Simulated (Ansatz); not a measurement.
Be₂O₃⁻, relaxed as a doublet with UKS r2SCAN-D4/def2-TZVPD in Ansatz, starting from the GFN2-xTB geometry. Force threshold 0.02 eV/Å.

The structure holds 1 bond(s) between oxygen atoms. The highest occupied level of the charge -1 doublet lies above zero (up to 0.31 eV). It is a level of α spin, whose loss leaves a singlet; that state wasn't run at this geometry and level. The electron is either unbound and held by the finite basis, or the level is raised by self-interaction error. The relaxation made no stability test and no search for a lower SCF solution. Another isomer (doublet) lies 3.68 eV lower at PBE0-D4/def2-TZVPD; other spin states weren't run for this one.

Start:

```xyz
5

Be    0.242   -0.264    0.819
Be   -0.547    0.561   -1.766
O     0.586   -0.681    2.062
O     0.128   -0.454   -0.845
O    -0.409    0.839   -0.269
```

Estimate the energy that the relaxation releases and the steps that it takes.

2.2 kcal/mol, in 15 steps; 33 s on 4 threads of Arm Neoverse V2 on a shared host. The force fell under the threshold at step 14, but the optimiser went on. No frequencies were taken in this run, so the end may be a saddle point.

Does the start keep its bonding and symmetry?

By distances, no bond broke or formed. The bond that changes most is O4–O5, from 1.51 to 1.57 Å (atoms count from 1). Point group Cs at the start, Cs at the end, both within 0.05 Å.

Predict the relaxed structure.


Cartesian coordinates in Å:
```
Be 0.267 -0.223 0.747
Be -0.889 0.289 -1.477
O 0.342 -0.761 2.015
O 0.421 -0.320 -0.942
O -0.141 1.015 -0.343
```
Bond lengths (bridged metal pairs left out): 5 × Be–O 1.38 to 1.70 Å; 1 × O–O 1.57 Å.
